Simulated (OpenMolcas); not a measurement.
# N, P, As, Sb, Bi: ns2 np3 down the group

* Program: OpenMolcas 26.06
* Method: XMS-CASPT2, IPEA 0.25 Eh, imaginary shift 0.1 Eh
* Basis: ANO-RCC-VTZP
* Scalar Hamiltonian: DKH2, point nucleus
* Spin-orbit coupling: state interaction with AMFI integrals over the reference wave functions, term energies averaged over their components

Active space for each ion: 3 electrons in 3 orbitals (p); closed shells correlated by CASPT2: N 1s 2s; P 2s 2p 3s; As 3d 4s; Sb 4d 5s; Bi 5d 6s.

Computed levels in cm-1 above 4S* 3/2:

```tsv
Level	N	P	As	Sb	Bi
2D* 3/2	19810	11510	10930	9150	10510
2D* 5/2	19810	11520	11160	10230	14310
2P* 1/2	31040	19400	18720	17000	20770
2P* 3/2	31040	19410	19020	18540	29730
weight of 4S* in the lowest level (%)	100	100	100	97	66
```

Mixed levels, with the weight of the term that names them: Bi 4S* 3/2 (66 %), Bi 2D* 3/2 (64 %), Bi 2P* 3/2 (66 %).

Measured, with the error of the calculation in %. Measured levels: N, P, As, Sb, Bi from NIST Handbook of Basic Atomic Spectroscopic Data.

```
  Level             N             P            As            Sb             Bi
2D* 3/2  19233 (+3.0)  11361 (+1.3)  10593 (+3.2)   8512 (+7.5)   11419 (-8.0)
2D* 5/2  19224 (+3.1)  11377 (+1.2)  10915 (+2.2)   9854 (+3.8)   15438 (-7.3)
2P* 1/2  28839 (+7.6)  18723 (+3.6)  18186 (+2.9)  16395 (+3.7)   21661 (-4.1)
2P* 3/2  28839 (+7.6)  18748 (+3.5)  18648 (+2.0)  18464 (+0.4)  33165 (-10.4)
```

Without spin-orbit coupling 2D* lies 19810, 11510, 11080, 9760, 9160 cm-1 above 4S* in that order; the difference to the level 2D* 3/2, of either sign, comes from spin-orbit coupling, which also lowers the zero.

CASPT2 does not keep the components of a term degenerate, so their means are used; among the terms shown or strongly mixed into the levels shown the widest spread is 2100 cm-1 (3s2 3p3 2D*, P). With the s shell closed, the reference lacks s² → p² mixing. Measured partners are found by configuration, term and J. A level has none where our copy of the source lacks it or the pairing is in doubt (some pairs that miss far off the trend of their configuration count as doubtful), and it then counts in no deviation. Only configurations of the active space appear.

* marks odd parity.
